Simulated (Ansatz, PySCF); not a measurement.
This Ansatz (a quantum-chemistry and plane-wave program) input computes a B3LYP/def2-TZVPD energy:

Ansatz 0.2 input:
```yaml
crystal:
  periodic: [false, false, false]
  atoms:
    - {symbol: C, position_ang: [-2.20232997, 0.36865996, 0.01102231]}
    - {symbol: C, position_ang: [-0.88935941, -0.26485235, 0.21857224]}
    - {symbol: O, position_ang: [0.12739174, 0.56792628, -0.39174387]}
    - {symbol: C, position_ang: [1.39105730, 0.16047673, -0.23473757]}
    - {symbol: O, position_ang: [1.74746086, -0.82177251, 0.35381159]}
    - {symbol: H, position_ang: [-3.10147462, -0.22141977, 0.10728324]}
    - {symbol: H, position_ang: [-2.27945651, 1.43958565, -0.10371999]}
    - {symbol: H, position_ang: [-0.63826483, -0.37796957, 1.28218443]}
    - {symbol: H, position_ang: [-0.83819859, -1.26671598, -0.21681845]}
    - {symbol: H, position_ang: [2.06236625, 0.87158363, -0.73461295]}
basis:
  gaussian:
    orbitals: def2-TZVPD
hamiltonian:
  xc: {name: B3LYP}
magnetization: {spin_polarized: true, initial_magnetization: 1}
output: {forces: true}
```

Task: Write an input for the same energy in PySCF and say what it gives.

Result: 
```python
from pyscf import gto, scf, dft

mol = gto.M(
    atom='''
    C    -2.20232997    0.36865996    0.01102231
    C    -0.88935941   -0.26485235    0.21857224
    O     0.12739174    0.56792628   -0.39174387
    C     1.39105730    0.16047673   -0.23473757
    O     1.74746086   -0.82177251    0.35381159
    H    -3.10147462   -0.22141977    0.10728324
    H    -2.27945651    1.43958565   -0.10371999
    H    -0.63826483   -0.37796957    1.28218443
    H    -0.83819859   -1.26671598   -0.21681845
    H     2.06236625    0.87158363   -0.73461295
    ''',
    basis='def2-tzvpd',
    charge=0,
    spin=1,
    verbose=4,
)

mf = dft.UKS(mol, xc='b3lyp').density_fit(auxbasis='def2-universal-jkfit')
mf.grids.level = 3
mf.conv_tol = 1e-9
mf.max_cycle = 100
mf.max_memory = 1500
mf.kernel()
if not mf.converged:
    mf = mf.newton()
    mf.kernel(mf.make_rdm1())
for _ in range(2):
    mo, _, stable, _ = mf.stability(return_status=True)
    if stable:
        break
    mf.kernel(mf.make_rdm1(mo, mf.mo_occ))
mf.analyze()
```
It gives -267.82566 Eh, and Ansatz -267.82558 Eh, a difference of 0.08 mEh, from the treatment of integrals and grids.

It need not be the lowest isomer of its formula.
